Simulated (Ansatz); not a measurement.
Basis-set extrapolation for C$_{4}$H$_{8}$BN, SMILES `BCC=C=NC` (PBE0-D4/def2-TZVP geometry, frozen core, Ansatz). Multiplicity 1, RHF reference.

```tsv
	def2-TZVPP	def2-QZVPP
HF	-235.273144	-235.283834
MP2 correlation	-0.950652	-1.011869
CCSD(T) correlation	-1.043516	not run
```

Energies in hartree. Use E(X) = E(∞) + A·exp(−7.88·√X) for Hartree–Fock and E(X) = E(∞) + B·X^(−2.97) for correlation, with X = 3 and 4, and add CCSD(T) minus MP2 of the smaller set to the MP2 limit.

**Question.** What is the CCSD(T) energy at the basis-set limit?

**Answer.** HF limit: -235.283834 + (-0.010690) × 0.13774 = -235.28531. MP2 limit: -1.011869 + (-0.061217) × 0.74074 = -1.05721. Higher-order term: -1.043516 − (-0.950652) = -0.09286. Total: -236.43538 hartree, 311.7 kJ/mol below CCSD(T)/def2-TZVPP.
